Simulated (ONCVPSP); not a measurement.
# Plane-wave convergence, ONCV potential for Fe (Z = 26)

* Element: Fe (Z = 26)
* Generator: ONCVPSP 4.0.1
* Type: optimised norm-conserving Vanderbilt (ONCV)
* Functional: revPBE
* Relativity: fully relativistic
* Frozen core: [Ne]
* Valence charge: 16
* Reference configuration: 3s2 3p6 3d6 4s2
* Partial waves: 3s+4s: rc 1.30 bohr, ncon 4, nbas 8, qcut 11.1 1/bohr, 2 projectors; 3p: rc 1.20 bohr, ncon 5, nbas 10, qcut 10.7 1/bohr, 2 projectors, debl 0.8 Ha; 3d: rc 1.00 bohr, ncon 4, nbas 8, qcut 15.2 1/bohr, 3 projectors, debl 2.9 Ha
* Local potential: polynomial inside 0.85 bohr (lpopt 5, dvloc0 4 Ha)
* Core correction: none

Open shells are filled in proportion to 2j + 1.

In the p channel the program set the typed energies aside and used -2.187, 0.250 Ha (j = l + 1/2; the other j can differ).

Question: For each optimised wave give the share of its norm inside rc, the residual kinetic energy above qcut (Ha) and the cutoffs (Ha) for errors of 10, 1, 0.1 and 0.01 mHa per electron.

Answer:

```tsv
wave	norm inside rc	residual KE	10 mHa	1 mHa	0.1 mHa	0.01 mHa
3s	0.933	5.9e-08	27.8	37.4	44.8	50.9
4s	0.036	3.9e-08	15.4	30.9	40.7	48.5
3p j=3/2	0.845	2.1e-06	25.6	32.6	38.2	43.4
p projector 2 j=3/2	0.051	7.7e-07	19.8	27.6	34.0	39.2
3p j=1/2	0.852	1.6e-06	26.3	33.5	39.5	44.6
p projector 2 j=1/2	0.050	6.5e-07	20.3	28.5	34.9	40.6
3d j=5/2	0.519	3.7e-06	72.6	88.2	100.2	110.1
d projector 2 j=5/2	0.066	5.0e-06	67.9	86.5	100.6	111.8
d projector 3 j=5/2	0.047	2.0e-05	73.7	92.6	106.8	119.6
3d j=3/2	0.523	3.8e-06	72.8	88.3	100.3	110.1
d projector 2 j=3/2	0.066	5.1e-06	68.0	86.6	100.7	111.8
d projector 3 j=3/2	0.047	2.0e-05	73.8	92.7	106.9	119.7
```

The occupied waves need 88 Ha and 100 Ha for 1 and 0.1 mHa.
